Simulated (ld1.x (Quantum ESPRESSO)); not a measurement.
lanthanum: excitation energies, all-electron against TM

ld1.x (Quantum ESPRESSO) 7.5 input, shortened:

```
&input
   title='La', zed=57., rel=2, dft='PZ', iswitch=3,
   config='[Xe] 4f0 5d1 6s2 6p0', rel_dist='average'
 /
 &inputp
   pseudotype=2, tm=.true., lloc=2,
   nlcc=.true.
 /
4
6S  1  0   2.00   0.00  3.85  3.85  0.0
6P  2  1   0.00   0.00  3.20  3.20  0.0
4F  4  3   0.00   0.00  1.70  1.70  0.0
5D  3  2   1.00   0.00  4.15  4.15  0.0
 &test
   configts(1)='4f0 5d1 6s2 6p0'
 /
```

Open shells are filled in proportion to 2j + 1 (rel_dist='average').

Energies are relative to the spin-unpolarised reference configuration 4f0 5d1 6s2 6p0; without spin polarisation the order of configurations can differ from experiment. Not all tests gave a result: 1 of 7 tests not solved or not reliable. Left out of the table: 4f0 5d0 6s2 6p1 (solver errors, printed error -720 meV). The d channel is local and has no spin–orbit splitting in the pseudo-atom.

Q: Give the all-electron excitation energy and the error of the potential for: 4f0 5d1 6s1 6p0; 4f0 5d1 6s0 6p0; 4f0 5d1 6s1.5 6p0; 4f1 5d0 6s1 6p0; 4f0 5d1 6s1 6p1; 4f0 5d2 6s0 6p0.

A:

```json
{"valence configuration": "4f0 5d1 6s1 6p0", "charge": "+1", "ΔE all-electron (eV)": "6.162", "error AE − PS (meV)": "-6.4"}
{"valence configuration": "4f0 5d1 6s0 6p0", "charge": "+2", "ΔE all-electron (eV)": "17.312", "error AE − PS (meV)": "-47"}
{"valence configuration": "4f0 5d1 6s1.5 6p0", "charge": "+0.5", "ΔE all-electron (eV)": "2.482", "error AE − PS (meV)": "-1.1"}
{"valence configuration": "4f1 5d0 6s1 6p0", "charge": "+1", "ΔE all-electron (eV)": "6.371", "error AE − PS (meV)": "-258"}
{"valence configuration": "4f0 5d1 6s1 6p1", "charge": "0", "ΔE all-electron (eV)": "2.451", "error AE − PS (meV)": "+2.5"}
{"valence configuration": "4f0 5d2 6s0 6p0", "charge": "+1", "ΔE all-electron (eV)": "6.311", "error AE − PS (meV)": "-40"}
```

Levels in the configuration 4f0 5d1 6s1 6p0:

```json
{"level": "5d j=3/2", "all-electron (eV)": "-8.816", "pseudo (eV)": "-8.711"}
{"level": "5d j=5/2", "all-electron (eV)": "-8.601", "pseudo (eV)": "-8.711"}
{"level": "6s j=1/2", "all-electron (eV)": "-8.601", "pseudo (eV)": "-8.617"}
```

Note: ghost states, extra bound levels that the all-electron valence spectrum of the same l lacks: s at -14.3 eV, p3/2 at -0.18 eV. A true bound ghost makes a file unfit for plane-wave use.
